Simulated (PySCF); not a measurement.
Constitutional and geometric isomers with formula H3BSi2. Gas-phase values, no solvent. Strings in code marks are SMILES.

Quantity: vertical ionisation energy (energy after one electron is removed minus that of the parent at the parent's geometry), in eV.

Level 1: B3LYP-D3(BJ)/def2-TZVP (PySCF)
Level 2: PBE-D3(BJ)/def2-TZVP // B3LYP-D3(BJ)/def2-TZVP (PySCF)
Level 3: minus the HOMO energy of HF/STO-3G // B3LYP-D3(BJ)/def2-TZVP (PySCF)
Level 4: HF/6-31G* // B3LYP-D3(BJ)/def2-TZVP (PySCF)

```tsv
species	level 2	level 3	level 4
`B1[SiH]=[SiH]1`	9.00	4.66	7.67
```

Task: What does level 1 give for each?

Result: 
- `B1[SiH]=[SiH]1`: 8.88
